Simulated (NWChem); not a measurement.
# SeI2; SMILES I[Se]I

All runs: NWChem. Medium grid unless said otherwise, to which SCAN and Minnesota functionals are sensitive. Geometry: optimised at PBE0/def2-SVP. def2 effective core potentials on I; no spin-orbit coupling.

For level OLYP/def2-SVP:

```yaml
highest occupied level (eV): -5.25
orbital gap (eV): 1.41
dipole (D): 0.13
```

Question: What are these values for level MN15-L/def2-SVP?

Answer: The highest occupied level (eV) comes out as -5.77 and the orbital gap (eV) is 1.96. The dipole (D) comes out as 0.26.
